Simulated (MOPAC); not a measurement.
MOPAC input (PM3):

```
PM3 PRECISE GNORM=0.05 LET XYZ UHF MS=0.5 GEO-OK AUX(PRECISION=9) THREADS=1
H5O2Si2

O     0.94913300 1    1.62492700 1    0.25311200 1
Si    0.52149900 1    0.18375700 1   -0.44665200 1
O     1.46518600 1   -1.05421900 1    0.13690900 1
Si   -1.69966500 1   -0.43046800 1    0.10391400 1
H     1.31655700 1    1.61430600 1    1.14384900 1
H     2.40436900 1   -1.06293200 1   -0.06977600 1
H    -2.60568500 1    0.64359300 1   -0.36716800 1
H    -1.89416900 1   -0.61496900 1    1.56645100 1
H    -2.04129400 1   -1.69171000 1   -0.59517900 1
```

From the output:

```
                                                       MOPAC v23.2.5 Linux

          FINAL HEAT OF FORMATION =       -126.33532 KCAL/MOL =    -528.58696 KJ/MOL

          COSMO AREA              =        132.12 SQUARE ANGSTROMS
          COSMO VOLUME            =        124.76 CUBIC ANGSTROMS

          GRADIENT NORM           =          0.02806          =       0.00935 PER ATOM
          IONIZATION POTENTIAL    =          6.846584 EV
          ALPHA SOMO LUMO (EV)    =         -6.847 -0.795
          BETA  SOMO LUMO (EV)    =         -9.701 -1.251
          NO. OF ALPHA ELECTRONS  =         13
          NO. OF BETA  ELECTRONS  =         12
          MOLECULAR WEIGHT        =         93.2093         POINT GROUP:  Cs

          MOLECULAR DIMENSIONS (Angstroms)

            Atom       Atom       Distance
            H     7    H     6     5.41503
            H     9    H     5     4.47250
           Si     2    H     8     2.33622

          SCF CALCULATIONS        =         55

   ATOM   CHEMICAL          X               Y               Z
  NUMBER   SYMBOL      (ANGSTROMS)     (ANGSTROMS)     (ANGSTROMS)

     1       O          0.98445698  *   1.57664528  *   0.36905545  *
     2      Si          0.46783495  *   0.14913808  *  -0.31861297  *
     3       O          1.59931950  *  -1.02497698  *   0.02605340  *
     4      Si         -1.83144095  *  -0.44781769  *   0.08123436  *
     5       H          1.90233456  *   1.73757700  *   0.51946082  *
     6       H          2.50177666  *  -0.79699994  *   0.18296998  *
     7       H         -2.67655243  *   0.63713358  *  -0.48842214  *
     8       H         -2.14636141  *  -0.61582109  *   1.52576117  *
     9       H         -2.09768075  *  -1.72341308  *  -0.63803143  *

                             CARTESIAN COORDINATES

   1    O        0.984456985     1.576645275     0.369055445
   2   Si        0.467834951     0.149138076    -0.318612967
   3    O        1.599319501    -1.024976979     0.026053398
   4   Si       -1.831440951    -0.447817695     0.081234361
   5    H        1.902334558     1.737577004     0.519460823
   6    H        2.501776661    -0.796999940     0.182969977
   7    H       -2.676552425     0.637133583    -0.488422138
   8    H       -2.146361412    -0.615821085     1.525761169
   9    H       -2.097680752    -1.723413080    -0.638031431

           Empirical Formula: H5 O2 Si2  =     9 atoms

      MOLECULAR POINT GROUP   :   Cs

          ALPHA EIGENVALUES
 -36.47423 -35.63039 -17.40893 -17.06447 -15.77739 -14.54514 -13.49273 -12.29896
 -11.74508 -11.65454 -11.44417 -10.15132  -6.84658  -0.79531   0.93367   1.31662
   1.80905   2.41308   2.53905   4.95126   5.41833

           BETA EIGENVALUES
 -36.45672 -35.59959 -17.38196 -17.00263 -15.72303 -14.41402 -12.95219 -11.90103
 -11.63614 -11.43738 -11.43455  -9.70096  -1.25142  -0.12805   1.36387   1.40233
   2.07071   2.67494   2.71244   4.95760   5.45566

              NET ATOMIC CHARGES AND DIPOLE CONTRIBUTIONS

  ATOM NO.   TYPE          CHARGE      No. of ELECS.   s-Pop       p-Pop
    1          O          -0.485837        6.4858     1.74671     4.73913
    2         Si           0.608184        3.3918     1.28806     2.10375
    3          O          -0.485941        6.4859     1.74672     4.73922
    4         Si           0.285522        3.7145     1.00652     2.70796
    5          H           0.198914        0.8011     0.80109
    6          H           0.198910        0.8011     0.80109
    7          H          -0.099644        1.0996     1.09964
    8          H          -0.119320        1.1193     1.11932
    9          H          -0.100789        1.1008     1.10079
 DIPOLE           X         Y         Z       TOTAL
 POINT-CHG.     0.559     0.316    -1.402     1.542
 HYBRID         1.794     0.192     1.752     2.514
 SUM            2.353     0.507     0.349     2.432

          ATOMIC ORBITAL ELECTRON POPULATIONS

     Atom    s        px        py        pz
    1  O   1.74671   1.31199   1.63027   1.79687
    2 Si   1.28806   0.83885   0.52967   0.73523
    3  O   1.74672   1.24292   1.65373   1.84257
    4 Si   1.00652   0.95328   0.88574   0.86893
    5  H   0.80109
    6  H   0.80109
    7  H   1.09964
    8  H   1.11932
    9  H   1.10079

                    (SZ)    =    0.500000
                    (S**2)  =    0.763890

          ATOMIC ORBITAL SPIN POPULATIONS

    Atom   Total    s     px     py     pz
         Atomic
    1  O  0.0699 -0.002  0.002 -0.008  0.077
    2 Si  0.5491  0.213 -0.034 -0.000  0.370
    3  O  0.0702 -0.002 -0.002  0.013  0.061
    4 Si  0.3350  0.087  0.201  0.040  0.007
    5  H -0.0046 -0.005
    6  H -0.0047 -0.005
    7  H -0.0247 -0.025
    8  H  0.0332  0.033
    9  H -0.0234 -0.023

 **********************
 *                    *
 * JOB ENDED NORMALLY *
 *                    *
 **********************

 == MOPAC DONE ==
```

The geometry given is a B3LYP-D3(BJ)/def2-TZVP minimum.
